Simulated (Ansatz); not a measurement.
Al4O6⁻. Charge -1, multiplicity 2. Geometry r2SCAN-D4/def2-SVP, that of the neutral singlet; atoms count from 1.

```xyz
10

Al   -0.421   -1.512    0.485
Al   -0.772    0.359   -1.405
Al   -0.432    1.086    1.155
Al    1.625    0.067   -0.234
O     0.924    0.462   -1.775
O     1.303   -1.564    0.271
O     1.291    1.248    0.997
O    -1.303    1.564   -0.271
O    -1.291   -1.248   -0.996
O    -0.924   -0.462    1.775
```

The structure comes from a short search, and lower isomers may exist.

**Question.** Estimate the Mulliken populations from the PBE0/def2-TZVPD orbitals of Ansatz.

**Answer.** 
```
atom  charge (e)  spin (α − β)
 Al1        0.12          0.27
 Al2        0.12          0.27
 Al3        0.12          0.27
 Al4        0.12          0.27
  O5       -0.25         -0.01
  O6       -0.25         -0.01
  O7       -0.25         -0.01
  O8       -0.25         -0.01
  O9       -0.25         -0.01
 O10       -0.25         -0.01
```
Mulliken values depend strongly on the basis. With diffuse functions, as here, like atoms can get unlike values, and bond orders can come out too low or too high.

**Question.** Where does the spin sit?

**Answer.** Summed by element: Al 1.08, O -0.08, of 1 unpaired in all. Largest on single atoms: Al2 0.27, Al1 0.27, Al3 0.27.

**Question.** And the Mayer bond orders between heavy atoms (over 0.3)?

**Answer.** Al1–O6 1.15 (1.74 Å); Al1–O9 1.15 (1.74 Å); Al1–O10 1.15 (1.74 Å); Al2–O5 1.15 (1.74 Å); Al2–O8 1.15 (1.74 Å); Al2–O9 1.15 (1.74 Å); Al3–O7 1.15 (1.74 Å); Al3–O8 1.15 (1.74 Å); Al3–O10 1.15 (1.74 Å); Al4–O5 1.15 (1.74 Å); Al4–O6 1.15 (1.74 Å); Al4–O7 1.15 (1.74 Å).
